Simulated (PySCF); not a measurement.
Ge(F)4 cation (F4Ge), SMILES [F][Ge]([F])([F])[F] (connectivity only; charge and spin as stated), charge +1, multiplicity 2. Atoms are numbered in the order given.

```xyz
5

F     -1.0210     1.0210    -0.9420
Ge     0.0000     0.0000     0.0000
F     -1.0210    -1.0210     0.9420
F      1.0210    -1.0210    -0.9420
F      1.0210     1.0210     0.9420
```
Charge +1, spin multiplicity 2.

Geometry optimised at B3LYP-D3(BJ)/def2-SVP. The geometry has at least one imaginary mode, so it is a saddle point at that level. The spin state was assumed, not searched. The isomer is the one that the SMILES or the coordinates give; other isomers of the formula were not compared.

Level of theory: PBE0/def2-TZVP (PySCF).

ESP charges are fitted to the potential on shells at 1.4 to 2.0 van der Waals radii. Atomic charges (e):

```tsv
atom	meta-Löwdin	Mulliken	ESP fit	Mulliken spin
F1	-0.23	-0.08	-0.03	0.27
Ge2	1.93	1.31	1.13	-0.07
F3	-0.23	-0.08	-0.03	0.27
F4	-0.23	-0.08	-0.03	0.27
F5	-0.23	-0.08	-0.03	0.27
```
